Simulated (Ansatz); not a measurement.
Ca6O8H4⁻. The state is a doublet with charge -1. Geometry r2SCAN-D4/def2-SVP, that of the neutral singlet; atoms count from 1.

| atom | x (Å) | y (Å) | z (Å) |
| --- | --- | --- | --- |
| Ca1 | -0.409 | -1.682 | 0.047 |
| Ca2 | 2.132 | 0.590 | -0.400 |
| Ca3 | 1.068 | -1.246 | -2.722 |
| Ca4 | -1.685 | 1.061 | -0.362 |
| Ca5 | 2.675 | -2.555 | -0.399 |
| Ca6 | 1.007 | 0.120 | 2.556 |
| O7 | -2.483 | 2.931 | -0.632 |
| O8 | 1.925 | 1.817 | 1.554 |
| O9 | -2.569 | -1.043 | -0.263 |
| O10 | -1.013 | 0.000 | 1.796 |
| O11 | 0.156 | 0.146 | -1.269 |
| O12 | 1.722 | -1.196 | 1.079 |
| O13 | 2.964 | -0.912 | -1.743 |
| O14 | 0.797 | -2.875 | -1.350 |
| H15 | 1.863 | 2.774 | 1.654 |
| H16 | -2.876 | 3.793 | -0.786 |
| H17 | -3.344 | -1.433 | -0.680 |
| H18 | -1.929 | -0.289 | 1.919 |

The highest occupied level of the charge -1 doublet lies above zero (up to 0.56 eV). By energy differences its removal costs 0.39 eV (vertical, to the charge 0 singlet, at PBE0-D4/def2-SVP); self-interaction error and the lack of diffuse functions both raise the level.

(1) Estimate the Mulliken populations from the PBE0/def2-SVP orbitals of Ansatz.

(2) Where does the spin sit?

(3) And the Mayer bond orders between bonded heavy atoms (over 0.3)?

Results:

(1) 
```csv
atom,charge (e),spin (α − β)
Ca1,0.89,-0.11
Ca2,0.99,-0.15
Ca3,0.74,0.09
Ca4,0.74,-0.01
Ca5,0.58,0.31
Ca6,0.17,0.88
O7,-0.58,0.00
O8,-0.61,0.00
O9,-0.60,0.00
O10,-0.63,0.00
O11,-0.89,0.00
O12,-0.87,0.00
O13,-0.82,0.00
O14,-0.82,0.00
H15,0.18,0.00
H16,0.13,0.00
H17,0.16,0.00
H18,0.23,0.00
```
Mulliken values and Mayer orders depend strongly on the basis.

(2) Summed by element: Ca 1.01, O -0.01, H 0.00, of 1 unpaired in all. Largest on single atoms: Ca6 0.88, Ca5 0.31, Ca2 -0.15.

(3) Ca1–O9 0.54 (2.27 Å); Ca1–O12 0.33 (2.42 Å); Ca1–O14 0.64 (2.20 Å); Ca2–O8 0.49 (2.32 Å); Ca2–O11 0.52 (2.20 Å); Ca2–O12 0.34 (2.35 Å); Ca2–O13 0.66 (2.18 Å); Ca3–O11 0.59 (2.21 Å); Ca3–O13 0.69 (2.16 Å); Ca3–O14 0.70 (2.15 Å); Ca4–O7 0.97 (2.05 Å); Ca4–O9 0.44 (2.28 Å); Ca4–O10 0.30 (2.50 Å); Ca4–O11 0.50 (2.25 Å); Ca5–O12 0.57 (2.22 Å); Ca5–O13 0.64 (2.14 Å); Ca5–O14 0.66 (2.13 Å); Ca6–O8 0.50 (2.17 Å); Ca6–O10 0.46 (2.16 Å); Ca6–O12 0.67 (2.10 Å). Values over 0.3 also appear between atoms too far apart for a bond (Ca5–Ca6 0.56 at 4.32 Å); they arise where an orbital or an unpaired electron spreads over both atoms.
